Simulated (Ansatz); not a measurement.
Relaxation of C$_{3}$H$_{9}$B (13 atoms, charge 0, multiplicity 1), to a largest force component of 0.02 eV/Å in at most 50 steps.

These are results of Ansatz, RKS PBE/6-31G*, not measurements.

```xyz
13
Properties=species:S:1:pos:R:3:forces:R:3
C -0.894 1.161 -0.435 -0.96 2.28 -0.61
B -0.008 -0.003 0.000 0.94 -0.69 0.18
C 1.143 0.230 1.033 0.87 1.35 0.53
C -0.179 -1.438 -0.610 -3.86 1.77 0.09
H -0.860 1.340 -1.562 -0.15 -0.24 0.93
H -0.643 2.161 0.061 -0.16 -0.96 -0.51
H -1.968 0.973 -0.180 0.27 -0.04 -0.27
H 1.049 -0.398 1.928 -0.05 -0.32 0.18
H 1.216 1.306 1.413 -0.01 -1.00 -0.39
H 2.145 -0.038 0.598 -0.48 0.07 0.15
H -0.155 -1.409 -1.689 0.06 -0.18 -0.84
H -1.259 -1.778 -0.333 1.22 0.40 -0.51
H 0.433 -2.143 -0.210 2.32 -2.45 1.08
```

Problem. Where does it end, and by what steps?

Solution. The forces met the threshold. The force dipped under the threshold on the way, but the program's further checks kept it going. After 25 steps the energy has fallen by 0.385 eV; H6 moved furthest, 0.81 Å.

| step | energy less start (eV) | largest force component (eV/Å) | accepted |
| --- | --- | --- | --- |
| 0 | 0.0000 | 3.860 | yes |
| 1 | -0.3171 | 1.159 | yes |
| 2 | -0.3532 | 0.306 | yes |
| 3 | -0.3580 | 0.237 | yes |
| 4 | -0.3678 | 0.030 | yes |
| 5 | -0.3527 | 0.476 | no |
| 6 | -0.3733 | 0.032 | yes |
| 7 | -0.3756 | 0.184 | yes |
| 8 | -0.3787 | 0.100 | yes |
| 9 | -0.3820 | 0.072 | yes |
| 10 | -0.3807 | 0.181 | no |
| 11 | -0.3831 | 0.019 | yes |
| 12 | -0.3827 | 0.102 | no |
| 13 | -0.3839 | 0.023 | yes |
| 14 | -0.3840 | 0.064 | yes |
| 15 | -0.3843 | 0.025 | yes |
| 16 | -0.3844 | 0.019 | yes |
| 17 | -0.3846 | 0.024 | yes |
| 18 | -0.3847 | 0.067 | yes |
| 19 | -0.3849 | 0.030 | yes |
| 20 | -0.3851 | 0.013 | yes |
| 21 | -0.3850 | 0.061 | no |
| 22 | -0.3853 | 0.028 | yes |
| 23 | -0.3847 | 0.082 | no |
| 24 | -0.3841 | 0.153 | no |
| 25 | -0.3853 | 0.015 | yes |

```xyz
13
Properties=species:S:1:pos:R:3
C -0.870 1.209 -0.521
B 0.010 -0.004 -0.011
C 1.035 0.216 1.174
C -0.150 -1.436 -0.664
H -1.442 1.028 -1.446
H -0.260 2.123 -0.655
H -1.596 1.473 0.276
H 1.070 -0.639 1.874
H 0.903 1.149 1.748
H 2.049 0.256 0.722
H -0.213 -1.393 -1.767
H -1.131 -1.842 -0.338
H 0.616 -2.176 -0.375
```

Whether the end is a true minimum wasn't checked by a vibrational analysis.

Run time: 29 s on 1 CPU thread of a shared host.
